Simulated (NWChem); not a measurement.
## H2Ge in NWChem

```xyz
3

Ge     0.0000     0.0000     0.0664
H     -1.1425     0.0000    -1.0616
H      1.1425     0.0000    -1.0616
```
Charge 0, spin multiplicity 1.

Everything below was run with NWChem. All single points use one geometry, from B3LYP/def2-SVP, a minimum by its harmonic frequencies.

Static limit.

The Hamiltonian is non-relativistic. The structure started from a generated list of species.

Q: Give the polarisability tensor in bohr³ at PBE/def2-SVPD, in the frame of the coordinates, and its isotropic mean.

A: 
```
41.10   0.00   0.00
 0.00  30.04   0.00
 0.00   0.00  42.94
```
Mean (one third of the trace): 38.03 bohr³.
